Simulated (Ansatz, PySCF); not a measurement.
Energy difference 2 R1 + 2 R2 + R3 → 4 P1 + P2, each structure at its B3LYP-D3(BJ)/def2-TZVP stationary point, reached from a drawn start (curvature not checked).
P1: H2 (SMILES [H][H]), charge 0, multiplicity 1.
R1, HCl (SMILES Cl) (charge 0, multiplicity 1, Z-matrix in Å and degrees):
```
Cl
H 1 1.2820
```
R2, HF (SMILES F) (charge 0, multiplicity 1, Z-matrix in Å and degrees):
```
F
H 1 0.9245
```
R3, SiH4 (SMILES [SiH4]) (charge 0, multiplicity 1):
```tsv
atom	x (Å)	y (Å)	z (Å)
Si	0.0000	0.0000	0.0000
H	0.8547	0.8547	0.8547
H	-0.8547	-0.8547	0.8547
H	-0.8547	0.8547	-0.8547
H	0.8547	-0.8547	-0.8547
```
P2, Cl2F2Si (SMILES F[Si](F)(Cl)Cl) (charge 0, multiplicity 1):
```xyz
5

Si    -0.003    -0.080     0.002
F     -0.164    -1.033    -1.243
F      0.091    -0.985     1.288
Cl    -1.625     1.112     0.143
Cl     1.700     0.986    -0.189
```

P less R. No zero-point or thermal terms.

Correlated levels freeze the cores.

Run with Ansatz (Gaussian orbitals); PySCF for the D3/D4 terms. No computed number here is a measurement.

| level | reaction energy (eV) |
|---|---|
| SVWN5/def2-TZVPP | -3.939 |
| PBE-D3(BJ)/def2-TZVPP | -3.951 |
| revPBE-D3(BJ)/def2-TZVPP | -3.962 |
| PBE0-D3(BJ)/def2-TZVPP | -3.908 |
| B2PLYP/def2-TZVPP | -4.077 |
| B2PLYP-D3(BJ)/def2-TZVPP | -4.159 |
| SCS-MP2/cc-pV(T+d)Z | -4.175 |
| SCS-MP2/cc-pV(Q+d)Z | -4.248 |
| CCSD/cc-pV(Q+d)Z | (withheld) |

Fill in the missing entries.


- CCSD/cc-pV(Q+d)Z, reaction energy (eV): -4.041

Ansatz is a program for electronic structure.
